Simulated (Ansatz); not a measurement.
A CCSD(T) single point on `N[Si@H](Cl)O[Si@@H](N)O`.

```yaml
crystal:
  periodic: [false, false, false]
  atoms:
    - {symbol: N, position_ang: [0.474592, 0.861804, 1.949054]}
    - {symbol: Si, position_ang: [1.209043, -0.132282, 0.779452]}
    - {symbol: O, position_ang: [2.121995, -1.286054, 1.488364]}
    - {symbol: O, position_ang: [-0.021916, -0.794933, -0.079756]}
    - {symbol: Si, position_ang: [-1.299240, -0.475545, -1.014461]}
    - {symbol: N, position_ang: [-0.812482, 0.358687, -2.407221]}
    - {symbol: Cl, position_ang: [-2.633539, 0.778403, -0.059969]}
    - {symbol: H, position_ang: [1.017823, 1.404170, 2.599527]}
    - {symbol: H, position_ang: [-0.426928, 1.274826, 1.771231]}
    - {symbol: H, position_ang: [2.148313, 0.518418, -0.157351]}
    - {symbol: H, position_ang: [1.718386, -1.754572, 2.221804]}
    - {symbol: H, position_ang: [-2.014292, -1.751102, -1.207742]}
    - {symbol: H, position_ang: [-0.039539, 0.041928, -2.968505]}
    - {symbol: H, position_ang: [-1.442225, 0.956260, -2.914428]}
basis:
  gaussian: {orbitals: def2-TZVPP}
correlation: {method: ccsd_t}
```

```sh
$ ansatz run in.yaml --threads 2 --pin off --events-out ev --progress --plain --max-ram 32768MiB --backend cuda --devices 0, --max-vram 18GiB
```

The program prints (abridged):

```
Functional definition: HF
2060 factors; integrals over basis functions are off by at most 9.2e-4 eV
mean field evaluation 1: about -35381.1731 eV, gradient 6.4e1 eV
mean field evaluation 2: about -35381.5548 eV, gradient 6.5e1 eV
mean field evaluation 4: about -35389.1251 eV, gradient 4.3e0 eV
mean field evaluation 8: about -35389.2128 eV, gradient 3.2e-1 eV
mean field -35389.21316559 eV, -1300.5295961652 hartree, gradient 3.0e-6 eV, S^2 0.000000; 0 other end points of the search recorded, 0 dependent functions left out
19 core orbitals not correlated: weight in the atoms' cores, before any rotation towards them, 1.000 or more for the frozen orbitals, at most 0.000 for the correlated occupied ones
reference -35389.21316559 eV, -1300.5295961652 hartree; 22, 22 occupied and 307, 307 virtual orbitals, 2060 factors
second order -36.01630443 eV of doubles, -0.00000000 eV of singles
cycle   1  -36.44994378 eV  change   -4.3e-1 eV  update   1.2e-1
cycle   2  -37.20976964 eV  change   -7.6e-1 eV  update   3.2e-2
cycle   3  -37.37182561 eV  change   -1.6e-1 eV  update   1.6e-2
cycle   4  -37.35364500 eV  change    1.8e-2 eV  update   3.5e-3
cycle   5  -37.35241964 eV  change    1.2e-3 eV  update   1.6e-3
cycle   6  -37.35330855 eV  change   -8.9e-4 eV  update   4.8e-4
cycle   7  -37.35301165 eV  change    3.0e-4 eV  update   1.7e-4
cycle   8  -37.35293837 eV  change    7.3e-5 eV  update   4.8e-5
cycle   9  -37.35294990 eV  change   -1.2e-5 eV  update   1.7e-5
perturbative correction -1.40518640 eV, -0.0516396478 hartree
Total energy: -35427.97130189 eV, -1301.9539314031 hartree
```

It took 16 s on 2 threads of an AMD EPYC 7R13 on a shared host and a share of an NVIDIA H100 80 GB, with 0.85 GiB of host memory at the peak.

The correlation energy is -38.758 eV, 3.6 % of it from (T); the T1 diagnostic reads 0.0106.
